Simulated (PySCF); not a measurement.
Vertical excitations of a molecule C2H6F2Si from TDDFT-PBE0/def2-SVPD (PySCF), as energy in eV (oscillator strength): 7.70 (0.009), 8.02 (0.043), 8.17 (0.005), 8.64 (0.082), 8.69 (0.002), 8.77 (0.119), 8.92 (0.033), 9.02 (0.033), 9.07 (0.055), 9.37 (0.066). Lowest triplet (TDA): 7.29 eV. Geometry: B3LYP-D3(BJ)/def2-SVP. One conformer was computed; it need not be the lowest.

**Question.** Pick the molecule that these values belong to.
(A) FC(F)C[SiH3]
(B) C[SiH2]C(F)F
(C) C[Si@H](F)CF
(D) CC[SiH](F)F

**Answer.** B, C[SiH2]C(F)F
